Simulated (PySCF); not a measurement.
H$_{6}$OSi$_{2}$, charge -1, sextet, at a GFN2-xTB geometry of the parent state (a state made from the parent by changing its charge; the spin is typed, not shown lowest) (a gas-phase anion, which may not be bound at this level); PySCF with B3LYP/STO-3G.

PySCF was given this input:
```python
from pyscf import gto, scf, dft

mol = gto.M(
    atom='''
Si    1.738944   -0.332946    0.096580
O    -0.075498    0.025167   -0.011405
Si   -1.618055    0.305746   -0.087132
H     1.780350   -0.830226   -1.289478
H     2.056657    1.077496    0.379428
H     1.544811   -1.278606    1.209485
H    -2.364984   -0.455585    0.947663
H    -2.181036   -0.078457   -1.407411
H    -1.924252    1.744843    0.119277
''',
    basis='sto-3g',
    charge=-1,
    spin=5,
    verbose=4,
)

mf = dft.ROKS(mol)
mf.xc = 'b3lyp'
mf.kernel()
```

Question: Write the output that PySCF gives for this input, abridged.

Answer: 
```
PySCF version 2.14.0

[INPUT] verbose = 4
[INPUT] num. atoms = 9
[INPUT] num. electrons = 43
[INPUT] charge = -1
[INPUT] spin (= nelec alpha-beta = 2S) = 5
[INPUT] symmetry False subgroup None
[INPUT] Mole.unit = angstrom
[INPUT] Symbol           X                Y                Z      unit          X                Y                Z       unit  Magmom
[...]
nuclear repulsion = 153.917913957042
number of shells = 19
number of NR pGTOs = 87
number of NR cGTOs = 29
basis = sto-3g
ecp = {}

******** <class 'pyscf.dft.roks.ROKS'> ********
method = ROKS
initial guess = minao
damping factor = 0
level_shift factor = 0
DIIS = <class 'pyscf.scf.diis.CDIIS'>
diis_start_cycle = 1
diis_space = 8
diis_damp = 0
SCF conv_tol = 1e-09
SCF conv_tol_grad = None
SCF max_cycles = 50
direct_scf = True
direct_scf_tol = 1e-13
num. doubly occ = 19  num. singly occ = 5
XC library pyscf.dft.libxc version 7.1.2
    S. Lehtola, C. Steigemann, M. J. T. Oliveira, and M. A. L. Marques,  SoftwareX 7, 1–5 (2018)
XC functionals = b3lyp
    P. J. Stephens, F. J. Devlin, C. F. Chabalowski, and M. J. Frisch,  J. Phys. Chem. 98, 11623 (1994)
radial grids:
    Treutler-Ahlrichs [JCP 102, 346 (1995); DOI:10.1063/1.469408] (M4) radial grids

becke partition: Becke, JCP 88, 2547 (1988); DOI:10.1063/1.454033
pruning grids: <function nwchem_prune>
grids dens level: 3
symmetrized grids: False
atomic radii adjust function: <function treutler_atomic_radii_adjust>
small_rho_cutoff = 0
Set gradient conv threshold to 3.16228e-05
tot grids = 111296
init E= -649.674285680189
[...]
cycle= 1 E= -648.721531152105  delta_E= 0.953  |g|= 0.668  |ddm|= 4.33

WARN: HOMO 0.58323488762819 >= LUMO 0.583146871314751

cycle= 2 E= -647.117160304485  delta_E=  1.6  |g|=  1.9  |ddm|= 4.97

WARN: HOMO 0.710906616037198 >= LUMO 0.478887126207375

cycle= 3 E= -648.727075898018  delta_E= -1.61  |g|= 0.282  |ddm|= 5.57
[...]
cycle= 4 E= -647.316413444651  delta_E= 1.41  |g|= 0.996  |ddm|= 5.75

WARN: HOMO 0.707458457362513 >= LUMO 0.494190053240853

cycle= 5 E= -648.620792434199  delta_E= -1.3  |g|= 0.344  |ddm|= 5.81

WARN: HOMO 0.569185054877335 >= LUMO 0.494089701930782

cycle= 6 E= -648.556804410241  delta_E= 0.064  |g|= 0.475  |ddm|=  5.1

WARN: HOMO 0.689322401861767 >= LUMO 0.494779270543266

cycle= 7 E= -648.632801634074  delta_E= -0.076  |g|= 0.288  |ddm|=  5.1

WARN: HOMO 0.573031980408844 >= LUMO 0.405986382215353

cycle= 8 E= -647.888360085473  delta_E= 0.744  |g|= 0.741  |ddm|= 6.19

WARN: HOMO 0.684578645207166 >= LUMO 0.493349089678954

cycle= 9 E= -648.66415326146  delta_E= -0.776  |g|= 0.247  |ddm|= 6.18

WARN: HOMO 0.571925926672273 >= LUMO 0.412263670460935

cycle= 10 E= -647.780426721993  delta_E= 0.884  |g|= 0.786  |ddm|= 6.17

WARN: HOMO 0.687603329361776 >= LUMO 0.495223929570085

cycle= 11 E= -648.70569684799  delta_E= -0.925  |g|= 0.19  |ddm|= 6.17
[...]
cycle= 12 E= -648.880571150685  delta_E= -0.175  |g|= 0.343  |ddm|= 5.62

WARN: HOMO 0.681782076726275 >= LUMO 0.553521213583985

cycle= 13 E= -648.955221638281  delta_E= -0.0747  |g|= 0.0941  |ddm|= 3.93
[...]
cycle= 14 E= -648.889753204168  delta_E= 0.0655  |g|= 0.316  |ddm|= 3.94

WARN: HOMO 0.685239544003694 >= LUMO 0.537928587386742

cycle= 15 E= -648.962870101199  delta_E= -0.0731  |g|= 0.0339  |ddm|= 3.96
[...]
cycle= 16 E= -648.920214225668  delta_E= 0.0427  |g|= 0.272  |ddm|= 3.96

WARN: HOMO 0.681207942223275 >= LUMO 0.540908271435807

cycle= 17 E= -648.962830263896  delta_E= -0.0426  |g|= 0.0341  |ddm|= 3.97
[...]
cycle= 18 E= -648.912681979988  delta_E= 0.0501  |g|= 0.278  |ddm|= 3.97

WARN: HOMO 0.681447114691442 >= LUMO 0.539376939147543

cycle= 19 E= -648.96379592888  delta_E= -0.0511  |g|= 0.0302  |ddm|= 3.97
[...]
cycle= 20 E= -648.912205810567  delta_E= 0.0516  |g|= 0.279  |ddm|= 3.97

WARN: HOMO 0.681574512170227 >= LUMO 0.539290916130008

cycle= 21 E= -648.964438502729  delta_E= -0.0522  |g|= 0.0267  |ddm|= 3.97
[...]
cycle= 22 E= -648.906871730014  delta_E= 0.0576  |g|= 0.282  |ddm|= 3.96

WARN: HOMO 0.681283645255309 >= LUMO 0.538043426859134

cycle= 23 E= -648.965430752037  delta_E= -0.0586  |g|= 0.021  |ddm|= 3.96
[...]
cycle= 24 E= -648.903427727495  delta_E= 0.062  |g|= 0.283  |ddm|= 3.96

WARN: HOMO 0.68052728011069 >= LUMO 0.537749352528355

cycle= 25 E= -648.965414956076  delta_E= -0.062  |g|= 0.0214  |ddm|= 3.96
[...]
cycle= 26 E= -648.903600305375  delta_E= 0.0618  |g|= 0.283  |ddm|= 3.96

WARN: HOMO 0.681226167541062 >= LUMO 0.537019234646534

cycle= 27 E= -648.965873195387  delta_E= -0.0623  |g|= 0.016  |ddm|= 3.96
[...]
cycle= 28 E= -648.89689547275  delta_E= 0.069  |g|= 0.287  |ddm|= 3.96

WARN: HOMO 0.681526000651113 >= LUMO 0.53633795467368

cycle= 29 E= -648.966048754287  delta_E= -0.0692  |g|= 0.0109  |ddm|= 3.96
[...]
cycle= 30 E= -648.896754528932  delta_E= 0.0693  |g|= 0.288  |ddm|= 3.96

WARN: HOMO 0.682005601156435 >= LUMO 0.535696026660359

cycle= 31 E= -648.966068773697  delta_E= -0.0693  |g|= 0.0106  |ddm|= 3.95
[...]
cycle= 32 E= -648.892556171365  delta_E= 0.0735  |g|= 0.292  |ddm|= 3.95

WARN: HOMO 0.682366609320672 >= LUMO 0.535000855970565

cycle= 33 E= -648.966179552934  delta_E= -0.0736  |g|= 0.00681  |ddm|= 3.95
[...]
cycle= 34 E= -648.893589282927  delta_E= 0.0726  |g|= 0.291  |ddm|= 3.95

WARN: HOMO 0.682896212497769 >= LUMO 0.534513028350591

cycle= 35 E= -648.966205290697  delta_E= -0.0726  |g|= 0.00447  |ddm|= 3.95
[...]
cycle= 36 E= -648.890247438755  delta_E= 0.076  |g|= 0.294  |ddm|= 3.95

WARN: HOMO 0.682808729768812 >= LUMO 0.534697575410785

cycle= 37 E= -648.966193968054  delta_E= -0.0759  |g|= 0.00467  |ddm|= 3.95
[...]
cycle= 38 E= -648.890253371264  delta_E= 0.0759  |g|= 0.294  |ddm|= 3.95

WARN: HOMO 0.682903226178026 >= LUMO 0.534533349318726

cycle= 39 E= -648.96619906611  delta_E= -0.0759  |g|= 0.00445  |ddm|= 3.95
[...]
cycle= 40 E= -648.889413132675  delta_E= 0.0768  |g|= 0.295  |ddm|= 3.95

WARN: HOMO 0.682915463516349 >= LUMO 0.534559494772278

cycle= 41 E= -648.966210598787  delta_E= -0.0768  |g|= 0.00373  |ddm|= 3.95
[...]
cycle= 42 E= -648.888671704802  delta_E= 0.0775  |g|= 0.295  |ddm|= 3.95

WARN: HOMO 0.683108748047244 >= LUMO 0.534339834269147

cycle= 43 E= -648.966220824135  delta_E= -0.0775  |g|= 0.00277  |ddm|= 3.95
[...]
cycle= 44 E= -648.888359520174  delta_E= 0.0779  |g|= 0.296  |ddm|= 3.95

WARN: HOMO 0.683317356008096 >= LUMO 0.534101820807968

cycle= 45 E= -648.966226954566  delta_E= -0.0779  |g|= 0.0019  |ddm|= 3.95
[...]
cycle= 46 E= -648.887490410273  delta_E= 0.0787  |g|= 0.296  |ddm|= 3.95

WARN: HOMO 0.683421267492611 >= LUMO 0.5339885082199

cycle= 47 E= -648.966230077483  delta_E= -0.0787  |g|= 0.00123  |ddm|= 3.95
[...]
cycle= 48 E= -648.886992062568  delta_E= 0.0792  |g|= 0.297  |ddm|= 3.95

WARN: HOMO 0.683618962759782 >= LUMO 0.533751632963547

cycle= 49 E= -648.96623033718  delta_E= -0.0792  |g|= 0.000917  |ddm|= 3.95
[...]
cycle= 50 E= -648.887113416177  delta_E= 0.0791  |g|= 0.297  |ddm|= 3.95
SCF not converged.
SCF energy = -648.887113416177
```

The run did not converge; its last values are not results.
